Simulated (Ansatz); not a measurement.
BH₈NSi₂, relaxed with RKS PBE0-D4/def2-TZVP in the Gaussian-basis code of Ansatz from a PBE-D4/def2-SVP geometry. The force threshold is 0.005 eV/Å; the program also tests the step.

Total charge 0; spin multiplicity 1. The bonds changed during the relaxation, so this is another structure than the one it started from.

Start:

```xyz
12

B    -0.138   -1.319    0.300
Si   -0.825    0.045   -0.854
N    -0.024    0.746   -2.191
Si    0.513    0.069    1.694
H    -1.022   -1.984    0.820
H     0.826   -1.897   -0.180
H    -2.002    0.956   -0.617
H    -0.294    1.624   -2.638
H     0.830    0.343   -2.585
H     1.949   -0.195    2.078
H     0.518    1.521    1.228
H    -0.331    0.091    2.944
```

Q: By how much does the energy fall, and how many steps does the optimiser take? (Best estimate.)

A: The calculation gave: 1.62 kcal/mol, in 28 steps, 2 of them rejected.

Q: Which bonds change most? (Estimate.)

A: Ansatz gave: Si2–N3 from 1.708 to 1.682 Å; Si4–H11 from 1.525 to 1.501 Å; B1–H6 from 1.223 to 1.202 Å; B1–Si4 from 2.072 to 2.052 Å.

Q: Give the relaxed structure. (Estimate.)

A: Ansatz gave: 
```xyz
12

B    -0.313   -1.267    0.348
Si   -0.780    0.051   -0.930
N     0.183    0.694   -2.150
Si    0.485    0.090    1.664
H    -1.321   -1.679    0.865
H     0.553   -2.039    0.036
H    -1.961    0.956   -0.881
H    -0.036    1.531   -2.665
H     1.070    0.291   -2.408
H     1.889    0.462    1.320
H    -0.247    1.396    1.764
H     0.478   -0.484    3.038
```
